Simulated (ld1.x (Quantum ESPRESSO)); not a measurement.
**Zn, TM: configuration errors across variants**

```
Element                 : Zn (Z = 30)
Generator               : ld1.x (Quantum ESPRESSO) 7.5
Type                    : norm-conserving Troullier–Martins (Kleinman–Bylander form)
Functional              : PBE
Relativity              : scalar-relativistic
Frozen core             : [Ar]
Valence charge          : 12
Reference configuration : 3d10 4s1.75 4p0.25
Partial waves           : 4p (bound): rc 3.25 bohr; 3d (bound): rc 1.40 bohr; 4s (bound): rc 1.55 bohr
Local potential         : the s channel
Core correction         : none
```

All-electron excitation energies from the reference (eV): (1) 3d10 4s2 4p0 -1.228; (2) 3d10 4s1 4p0 8.660; (3) 3d10 4s0 4p0 27.103; (4) 3d9 4s2 4p1 11.016; (5) 3d10 4s1 4p1 3.858; (6) 3d10 4s0 4p2 9.330; (7) 3d10 4s0 4p1 14.984.

4 further variants failed, have other tests or another functional or relativity, and are left out.

A true bound ghost makes a file unfit for plane-wave use even where its test errors are small: the radial tests pick states by their node count and pass the ghost by.

Errors AE − PS in meV (a dash: test not solved or not reliable):

| change | (1) | (2) | (3) | (4) | (5) | (6) | (7) | bound ghosts |
| --- | --- | --- | --- | --- | --- | --- | --- | --- |
| base | +0.4 | +2.4 | +42 | -325 | +3.0 | +21 | +25 | none |
| type RRKJ; rho0 0.01 | +0.2 | +4.7 | +54 | -245 | +1.6 | +12 | +18 | none |
| core correction a·sin(br)/r model core inside 1.30 bohr | +0.1 | -4.6 | -29 | -340 | +0.9 | +7.9 | +2.8 | none |
| all radii scaled by about 1.38 (s 2.14, p 4.50, d 1.94 bohr) | +0.4 | +3.5 | +32 | -34 | +2.9 | +19 | +22 | none |
| wave 4p (bound): rc 3.25 bohr becomes 4p (bound): rc 3.00 bohr | +0.3 | +2.7 | +43 | -330 | +2.4 | +17 | – | none |

(1) Give the same row for: wave 4s (bound): rc 1.55 bohr becomes 4s (bound): rc 1.20 bohr.

## Answers

(1) +0.6, +9.5, +47, +703, +4.5, +1.5, +11; bound ghosts: p.
